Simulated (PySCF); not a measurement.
# Electron correlation in Pt⁺ (platinum, charge +1)

[Xe] 4f14 5d9, 2D determinant. Calculation: PySCF 2.14, in ANO-RCC-VTZP (8s7p5d3f1g, 84 functions); scalar relativity by spin-free X2C-1e. Frozen: [Kr] 4d10 4f14; 17 electrons correlated.

| level | correlation energy (mhartree) |
| --- | --- |
| CCSD | -476.92 |
| (T) | -14.87 |
| CCSD(T) | -491.79 |

Diagnostics: T1 = 0.014, D1 = 0.0704, largest double amplitude 0.042.

Spin-orbit coupling, absent here, splits the open shell strongly.

Cost of the coupled-cluster step: about 30 core-seconds, for 17 correlated electrons.

Iterations:

```
CC2 = 0
CCSD nocc = (np.int64(9), np.int64(8)), nmo = (54, 54)
frozen orbitals [[0, 1, 2, 3, 4, 5, 6, 7, 8, 9, 10, 11, 12, 13, 14, 15, 16, 17, 18, 19, 20, 21, 22, 24, 25, 26, 27, 28, 29, 30], [0, 1, 2, 3, 4, 5, 6, 7, 8, 9, 10, 11, 12, 13, 14, 15, 16, 17, 18, 19, 20, 21, 22, 24, 25, 26, 27, 28, 29, 30]]
max_cycle = 100
direct = 0
conv_tol = 1e-08
conv_tol_normt = 1e-06
diis_space = 8
diis_start_cycle = 0
Init t2, MP2 energy = -0.488993946452287
Init E_corr(UCCSD) = -0.48899394645629
cycle = 1  E_corr(UCCSD) = -0.466694556857907  dE = 0.0222993896  norm(t1,t2) = 0.0599478
cycle = 2  E_corr(UCCSD) = -0.476163191604139  dE = -0.00946863475  norm(t1,t2) = 0.0198847
cycle = 3  E_corr(UCCSD) = -0.475687044725108  dE = 0.000476146879  norm(t1,t2) = 0.0112833
cycle = 4  E_corr(UCCSD) = -0.476530873810345  dE = -0.000843829085  norm(t1,t2) = 0.00806427
cycle = 5  E_corr(UCCSD) = -0.476823392058405  dE = -0.000292518248  norm(t1,t2) = 0.00508769
cycle = 6  E_corr(UCCSD) = -0.476663951015012  dE = 0.000159441043  norm(t1,t2) = 0.00339054
cycle = 7  E_corr(UCCSD) = -0.476891397072395  dE = -0.000227446057  norm(t1,t2) = 0.00252009
cycle = 8  E_corr(UCCSD) = -0.476957363775457  dE = -6.59667031e-05  norm(t1,t2) = 0.00166341
cycle = 9  E_corr(UCCSD) = -0.476870977324953  dE = 8.63864505e-05  norm(t1,t2) = 0.000875367
cycle = 10  E_corr(UCCSD) = -0.47691083415894  dE = -3.9856834e-05  norm(t1,t2) = 0.000486318
cycle = 11  E_corr(UCCSD) = -0.476912833228129  dE = -1.99906919e-06  norm(t1,t2) = 0.000346655
cycle = 12  E_corr(UCCSD) = -0.476919742349696  dE = -6.90912157e-06  norm(t1,t2) = 0.000198021
cycle = 13  E_corr(UCCSD) = -0.476914713859668  dE = 5.02849003e-06  norm(t1,t2) = 8.81527e-05
cycle = 14  E_corr(UCCSD) = -0.476915326888533  dE = -6.13028865e-07  norm(t1,t2) = 4.87697e-05
cycle = 15  E_corr(UCCSD) = -0.476916734591904  dE = -1.40770337e-06  norm(t1,t2) = 3.00847e-05
cycle = 16  E_corr(UCCSD) = -0.476915815812011  dE = 9.18779893e-07  norm(t1,t2) = 1.2128e-05
cycle = 17  E_corr(UCCSD) = -0.476916112076452  dE = -2.96264441e-07  norm(t1,t2) = 4.5849e-06
cycle = 18  E_corr(UCCSD) = -0.476916207136374  dE = -9.5059922e-08  norm(t1,t2) = 1.71757e-06
cycle = 19  E_corr(UCCSD) = -0.476916194963169  dE = 1.21732049e-08  norm(t1,t2) = 5.00153e-07
cycle = 20  E_corr(UCCSD) = -0.476916201420868  dE = -6.45769949e-09  norm(t1,t2) = 1.48166e-07
UCCSD converged
E(UCCSD) = -18409.68160324874  E_corr = -0.4769162014208683
UCCSD(T) correction = -0.0148711757964377
```
